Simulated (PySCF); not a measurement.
PySCF 2.14 output of an unrestricted PBE calculation on a single atom or ion in pcseg-2 (6s4p3d2f1g, 56 functions), with no relativity, point nucleus:

```
SCF conv_tol = 1e-09
number electrons alpha = 10  beta = 9
    J. P. Perdew, K. Burke, and M. Ernzerhof.,  Phys. Rev. Lett. 77, 3865 (1996)
    J. P. Perdew, K. Burke, and M. Ernzerhof.,  Phys. Rev. Lett. 78, 1396 (1997)
    J. P. Perdew, K. Burke, and M. Ernzerhof.,  Phys. Rev. Lett. 77, 3865 (1996)
    J. P. Perdew, K. Burke, and M. Ernzerhof.,  Phys. Rev. Lett. 78, 1396 (1997)
cycle= 1 E= -759.678080087236  delta_E= -0.00419  |g|= 0.0141  |ddm|= 0.0714
cycle= 2 E= -759.678123845479  delta_E= -4.38e-05  |g|= 0.0025  |ddm|= 0.00663
cycle= 3 E= -759.678125375521  delta_E= -1.53e-06  |g|= 0.000175  |ddm|= 0.00113
cycle= 4 E= -759.678125384233  delta_E= -8.71e-09  |g|= 9.28e-05  |ddm|= 0.000261
cycle= 5 E= -759.678125387475  delta_E= -3.24e-09  |g|= 2.59e-06  |ddm|= 9.86e-05
cycle= 6 E= -759.678125387477  delta_E= -2.05e-12  |g|= 6.95e-08  |ddm|= 1.58e-06
converged SCF energy = -759.678125387477  <S^2> = 0.75048024  2S+1 = 2.0004802
```

The run itself started from symmetry-adapted Hartree-Fock orbitals and held the occupation by maximum overlap, on a logarithmic radial grid, so the iterations belong to that start.

Q: Which element, charge and spin multiplicity is this?

A: Sc²⁺ (scandium, charge +2), multiplicity 2; the state was [Ar] 3d1, 2D determinant.
